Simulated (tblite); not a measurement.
A geometry optimisation, step by step.

Compound: C4H6FOSi2 (doublet state).
Bonds: F1–C2, C2–C3 (aromatic), C3–C4 (aromatic), C4–O5 (aromatic), O5–C6 (aromatic), C6–Si7, Si7–Si8, C2–C6 (aromatic). Hydrogens: H9 on C3; H10, H11 on Si7; H12, H13, H14 on Si8.
Bond orders are those of one Lewis drawing.

Computed with GFN2-xTB (tblite), gas phase: L-BFGS steps from a force-field or distance-geometry start until the largest atomic force falls under 0.01 eV/Å. 12 of its 127 geometries are shown.

Step 0: E = -646.0713 eV, largest atomic force 1.897 eV/Å
```
atom  x, y, z in Å  |  force x, y, z in eV/Å
F1      1.573    1.051    1.232   -0.124   0.130  -0.019
C2      1.655    0.210    0.194    0.201  -0.239  -0.080
C3      2.782   -0.601   -0.080   -0.121  -0.652  -0.574
C4      2.430   -1.294   -1.222   -1.308   1.317   0.392
O5      1.171   -0.966   -1.610    1.011  -0.351   0.472
C6      0.672   -0.021   -0.742    0.868  -0.430  -0.171
Si7    -1.023    0.653   -1.018   -0.549   0.445  -0.463
Si8    -2.364   -0.046    0.726   -0.386  -0.319   0.586
H9      3.710   -0.665    0.457   -0.196   0.072  -0.066
H10    -1.570    0.171   -2.314    0.290   0.099   0.279
H11    -0.976    2.136   -1.068    0.079  -0.263  -0.062
H12    -2.445   -1.539    0.784    0.009   0.510   0.020
H13    -1.863    0.444    2.039   -0.176  -0.172  -0.369
H14    -3.752    0.466    0.549    0.403  -0.148   0.055
```

Step 11: E = -646.1864 eV, largest atomic force 0.071 eV/Å
```
atom  x, y, z in Å  |  force x, y, z in eV/Å
F1      1.535    1.074    1.206    0.005  -0.039   0.026
C2      1.646    0.196    0.199   -0.026   0.019  -0.033
C3      2.767   -0.620   -0.080    0.023   0.025  -0.017
C4      2.402   -1.242   -1.237    0.014  -0.022  -0.009
O5      1.176   -0.962   -1.618   -0.001   0.000   0.025
C6      0.678   -0.028   -0.750   -0.022   0.018  -0.013
Si7    -1.035    0.666   -1.007   -0.043  -0.010   0.021
Si8    -2.374   -0.057    0.754   -0.020   0.002   0.022
H9      3.694   -0.674    0.444    0.027  -0.009   0.024
H10    -1.476    0.172   -2.310    0.007  -0.036  -0.061
H11    -0.930    2.125   -1.105    0.021   0.046   0.000
H12    -2.458   -1.520    0.814    0.005   0.031   0.009
H13    -1.887    0.420    2.050   -0.015  -0.017  -0.008
H14    -3.738    0.451    0.569    0.024  -0.008   0.013
```

Step 23: E = -646.1881 eV, largest atomic force 0.023 eV/Å
```
atom  x, y, z in Å  |  force x, y, z in eV/Å
F1      1.532    1.058    1.218   -0.002  -0.012  -0.004
C2      1.644    0.197    0.197    0.000  -0.014   0.000
C3      2.768   -0.615   -0.086    0.005   0.005   0.009
C4      2.401   -1.240   -1.240    0.005   0.018   0.004
O5      1.175   -0.958   -1.619    0.000   0.001  -0.005
C6      0.675   -0.025   -0.751   -0.008  -0.004   0.004
Si7    -1.041    0.664   -1.012   -0.009   0.014  -0.016
Si8    -2.376   -0.051    0.757    0.002  -0.002   0.002
H9      3.693   -0.670    0.444    0.011  -0.006  -0.002
H10    -1.461    0.162   -2.324    0.004   0.000   0.014
H11    -0.922    2.125   -1.111   -0.006  -0.011  -0.006
H12    -2.456   -1.513    0.821    0.000  -0.009  -0.004
H13    -1.892    0.415    2.055    0.008   0.012   0.004
H14    -3.740    0.452    0.579   -0.008   0.008  -0.001
```

Step 34: E = -646.1894 eV, largest atomic force 0.036 eV/Å
```
atom  x, y, z in Å  |  force x, y, z in eV/Å
F1      1.506    1.004    1.262   -0.001  -0.016  -0.015
C2      1.634    0.175    0.216   -0.012  -0.011  -0.010
C3      2.772   -0.608   -0.091    0.001   0.002   0.012
C4      2.417   -1.205   -1.264   -0.010  -0.002   0.012
O5      1.185   -0.938   -1.633   -0.003   0.030  -0.019
C6      0.668   -0.039   -0.738   -0.005   0.013  -0.012
Si7    -1.045    0.654   -1.018    0.019   0.003  -0.011
Si8    -2.378   -0.037    0.761   -0.002  -0.004   0.009
H9      3.700   -0.663    0.434    0.016   0.005   0.015
H10    -1.449    0.135   -2.327   -0.011  -0.011   0.010
H11    -0.934    2.114   -1.145    0.008  -0.006   0.005
H12    -2.453   -1.500    0.821   -0.013   0.005   0.015
H13    -1.881    0.439    2.051    0.005  -0.004   0.001
H14    -3.743    0.469    0.599    0.008  -0.003  -0.012
```

Step 46: E = -646.1948 eV, largest atomic force 0.088 eV/Å
```
atom  x, y, z in Å  |  force x, y, z in eV/Å
F1      1.392    0.785    1.391    0.006  -0.001  -0.023
C2      1.594    0.097    0.258   -0.007   0.002   0.001
C3      2.777   -0.593   -0.096    0.033   0.039   0.006
C4      2.489   -1.070   -1.339   -0.052   0.027   0.000
O5      1.260   -0.811   -1.721   -0.029   0.026  -0.036
C6      0.670   -0.044   -0.749    0.009  -0.043  -0.032
Si7    -1.052    0.619   -1.038    0.047  -0.059   0.046
Si8    -2.365    0.004    0.783   -0.011   0.005   0.001
H9      3.696   -0.650    0.441    0.035  -0.036   0.072
H10    -1.469    0.003   -2.297   -0.025   0.012  -0.052
H11    -0.947    2.070   -1.248   -0.023   0.006  -0.010
H12    -2.499   -1.452    0.891    0.025   0.006   0.010
H13    -1.823    0.509    2.044   -0.030  -0.009   0.001
H14    -3.722    0.533    0.609    0.022   0.025   0.015
```

Step 57: E = -646.2061 eV, largest atomic force 0.063 eV/Å
```
atom  x, y, z in Å  |  force x, y, z in eV/Å
F1      1.228    0.439    1.510   -0.021  -0.020  -0.030
C2      1.538   -0.028    0.291    0.039   0.011  -0.010
C3      2.794   -0.552   -0.097   -0.001  -0.062  -0.010
C4      2.606   -0.836   -1.416   -0.010   0.022  -0.004
O5      1.387   -0.590   -1.836   -0.011   0.002   0.020
C6      0.683   -0.059   -0.784    0.010   0.006   0.014
Si7    -1.063    0.532   -1.072   -0.004  -0.013   0.014
Si8    -2.339    0.065    0.820   -0.004   0.009   0.004
H9      3.679   -0.673    0.489   -0.020   0.030   0.022
H10    -1.524   -0.158   -2.279    0.007  -0.021  -0.015
H11    -1.008    1.964   -1.396   -0.011   0.030  -0.001
H12    -2.542   -1.373    1.010    0.016  -0.011  -0.009
H13    -1.776    0.607    2.052    0.023   0.009   0.011
H14    -3.664    0.662    0.638   -0.013   0.007  -0.007
```

Step 69: E = -646.2104 eV, largest atomic force 0.041 eV/Å
```
atom  x, y, z in Å  |  force x, y, z in eV/Å
F1      1.110    0.147    1.554   -0.003   0.003  -0.008
C2      1.496   -0.129    0.298    0.019   0.002   0.016
C3      2.794   -0.537   -0.093   -0.007  -0.002  -0.003
C4      2.674   -0.661   -1.444   -0.014   0.027   0.028
O5      1.464   -0.414   -1.885   -0.028   0.004   0.011
C6      0.688   -0.059   -0.808    0.010   0.006   0.002
Si7    -1.075    0.477   -1.094    0.002   0.019  -0.022
Si8    -2.314    0.121    0.845    0.004  -0.006  -0.002
H9      3.655   -0.673    0.525    0.013  -0.025  -0.007
H10    -1.535   -0.296   -2.252   -0.016  -0.004  -0.010
H11    -1.072    1.892   -1.498    0.012  -0.017  -0.009
H12    -2.549   -1.306    1.075    0.004  -0.009   0.008
H13    -1.713    0.689    2.049    0.004   0.004  -0.010
H14    -3.625    0.750    0.657   -0.001  -0.003   0.005
```

Step 80: E = -646.2137 eV, largest atomic force 0.087 eV/Å
```
atom  x, y, z in Å  |  force x, y, z in eV/Å
F1      1.012   -0.122    1.575    0.027  -0.026  -0.043
C2      1.454   -0.221    0.311    0.033   0.018  -0.008
C3      2.782   -0.524   -0.079   -0.009  -0.008  -0.031
C4      2.713   -0.482   -1.440   -0.008   0.023   0.084
O5      1.513   -0.210   -1.892   -0.019  -0.019  -0.001
C6      0.686   -0.031   -0.811    0.017  -0.015  -0.014
Si7    -1.093    0.427   -1.129   -0.001   0.021  -0.015
Si8    -2.279    0.162    0.856   -0.015   0.007   0.016
H9      3.628   -0.720    0.543   -0.020  -0.003   0.003
H10    -1.562   -0.426   -2.230    0.014   0.016   0.028
H11    -1.109    1.811   -1.626   -0.013  -0.009  -0.011
H12    -2.531   -1.249    1.152    0.008   0.002   0.000
H13    -1.635    0.773    2.015    0.000   0.003  -0.005
H14    -3.581    0.812    0.683   -0.014  -0.010  -0.002
```

Step 92: E = -646.2169 eV, largest atomic force 0.050 eV/Å
```
atom  x, y, z in Å  |  force x, y, z in eV/Å
F1      0.908   -0.466    1.537   -0.013   0.007  -0.029
C2      1.408   -0.330    0.298   -0.007   0.003  -0.009
C3      2.764   -0.520   -0.060   -0.011   0.004  -0.037
C4      2.756   -0.277   -1.401   -0.006   0.004   0.049
O5      1.572    0.034   -1.869    0.001   0.003   0.017
C6      0.685    0.013   -0.819    0.008  -0.014  -0.007
Si7    -1.108    0.391   -1.164   -0.003  -0.016   0.007
Si8    -2.236    0.224    0.869   -0.009   0.001   0.007
H9      3.579   -0.789    0.575    0.014  -0.003  -0.019
H10    -1.574   -0.569   -2.175    0.004   0.001   0.013
H11    -1.183    1.716   -1.796    0.019  -0.012   0.032
H12    -2.474   -1.171    1.241    0.021  -0.004  -0.004
H13    -1.546    0.889    1.971   -0.014   0.013  -0.007
H14    -3.551    0.855    0.721   -0.004   0.012  -0.013
```

Step 103: E = -646.2193 eV, largest atomic force 0.027 eV/Å
```
atom  x, y, z in Å  |  force x, y, z in eV/Å
F1      0.840   -0.635    1.482    0.016  -0.004  -0.007
C2      1.383   -0.388    0.279    0.004  -0.008  -0.010
C3      2.753   -0.521   -0.052   -0.014  -0.005  -0.022
C4      2.777   -0.173   -1.369   -0.004   0.007   0.017
O5      1.602    0.162   -1.843   -0.008  -0.003   0.011
C6      0.688    0.034   -0.827    0.003  -0.018   0.004
Si7    -1.114    0.365   -1.171   -0.002   0.002  -0.006
Si8    -2.220    0.259    0.877    0.006  -0.003  -0.001
H9      3.558   -0.835    0.575    0.008   0.009   0.009
H10    -1.582   -0.643   -2.135    0.002   0.013  -0.001
H11    -1.199    1.665   -1.847    0.001   0.005   0.001
H12    -2.413   -1.131    1.289   -0.007   0.002   0.014
H13    -1.527    0.973    1.946   -0.008   0.012  -0.001
H14    -3.545    0.868    0.724    0.002  -0.009  -0.009
```

Step 115: E = -646.2214 eV, largest atomic force 0.031 eV/Å
```
atom  x, y, z in Å  |  force x, y, z in eV/Å
F1      0.840   -0.729    1.462   -0.004  -0.014  -0.012
C2      1.381   -0.434    0.269    0.006   0.017   0.025
C3      2.756   -0.520   -0.056    0.005   0.004   0.014
C4      2.779   -0.122   -1.359    0.010  -0.004  -0.019
O5      1.599    0.199   -1.829    0.002  -0.007  -0.006
C6      0.682    0.009   -0.825    0.005   0.008  -0.006
Si7    -1.117    0.353   -1.170    0.008   0.010   0.012
Si8    -2.218    0.270    0.880   -0.017   0.011   0.000
H9      3.566   -0.827    0.568   -0.001  -0.006  -0.002
H10    -1.593   -0.644   -2.138   -0.011  -0.010  -0.014
H11    -1.184    1.657   -1.842   -0.001  -0.002   0.004
H12    -2.389   -1.103    1.350    0.005   0.002   0.004
H13    -1.549    1.045    1.924    0.000  -0.003  -0.006
H14    -3.553    0.846    0.692   -0.008  -0.007   0.006
```

Step 126: E = -646.2218 eV, largest atomic force 0.007 eV/Å
```
atom  x, y, z in Å  |  force x, y, z in eV/Å
F1      0.831   -0.779    1.444    0.002   0.001   0.003
C2      1.380   -0.449    0.265    0.000  -0.002   0.003
C3      2.758   -0.520   -0.055    0.001  -0.001   0.002
C4      2.785   -0.101   -1.351    0.000   0.001  -0.005
O5      1.605    0.224   -1.821    0.000   0.000  -0.007
C6      0.684    0.010   -0.826   -0.001   0.003  -0.001
Si7    -1.116    0.350   -1.169   -0.001  -0.001   0.001
Si8    -2.222    0.279    0.880    0.004  -0.002   0.000
H9      3.567   -0.836    0.566   -0.003  -0.004   0.003
H10    -1.600   -0.649   -2.132    0.002  -0.006  -0.004
H11    -1.182    1.650   -1.847    0.000   0.006   0.003
H12    -2.370   -1.088    1.376    0.002   0.002  -0.003
H13    -1.555    1.078    1.907   -0.005   0.005   0.002
H14    -3.567    0.832    0.691    0.000  -0.004   0.002
```

**Question.** Summarise the path.

**Answer.** The energy falls by 0.1505 eV from step 0 to step 126; nine tenths of that is first reached at step 59. It rises by more than 0.2 meV at steps 45, 55 and 83. The largest force goes from 1.897 to 0.007 eV/Å. Among the bonds C4–O5 changes most, from 1.357 to 1.311 Å; the atoms move by 0.880 Å rms after alignment.

**Question.** Follow the three bonds and two angles with the largest change from start to end.

**Answer.** 
```csv
step,E above end (eV),largest force (eV/Å),C4–O5 (Å),Si8–H12 (Å),Si8–H13 (Å),Si8–Si7–H11 (°),Si8–Si7–H10 (°)
0,0.1505,1.897,1.357,1.497,1.489,110.2,110.3
5,0.0476,0.130,1.317,1.459,1.456,111.7,111.6
11,0.0354,0.071,1.314,1.467,1.464,113.6,113.4
16,0.0341,0.035,1.314,1.466,1.463,114.0,114.0
22,0.0337,0.021,1.314,1.466,1.462,113.8,114.1
27,0.0333,0.031,1.314,1.466,1.463,113.8,114.6
33,0.0325,0.037,1.314,1.466,1.463,113.8,114.8
38,0.0314,0.054,1.313,1.465,1.462,114.0,114.6
44,0.0280,0.082,1.312,1.466,1.462,114.3,113.7
49,0.0223,0.133,1.313,1.466,1.460,114.1,113.2
55,0.0180,0.273,1.311,1.466,1.459,113.3,113.8
60,0.0140,0.028,1.311,1.465,1.461,112.8,113.9
66,0.0120,0.053,1.312,1.465,1.461,112.1,114.3
71,0.0110,0.050,1.311,1.465,1.460,112.1,114.2
77,0.0091,0.030,1.311,1.464,1.459,112.5,114.0
82,0.0072,0.073,1.311,1.464,1.461,113.4,114.5
88,0.0059,0.053,1.311,1.464,1.460,114.0,114.1
93,0.0046,0.050,1.311,1.463,1.461,114.5,113.5
99,0.0032,0.056,1.311,1.463,1.460,114.3,113.4
104,0.0023,0.018,1.311,1.462,1.460,114.6,113.1
110,0.0014,0.021,1.311,1.462,1.462,114.9,113.2
115,0.0004,0.031,1.311,1.462,1.462,114.4,113.7
121,0.0001,0.012,1.311,1.461,1.462,114.1,113.7
126,0.0000,0.007,1.311,1.462,1.462,114.4,113.5
```

The cost below is that of the whole relaxation. Time: 0.98 s wall. Hardware: an Arm Neoverse V1 with one thread, on a shared host.
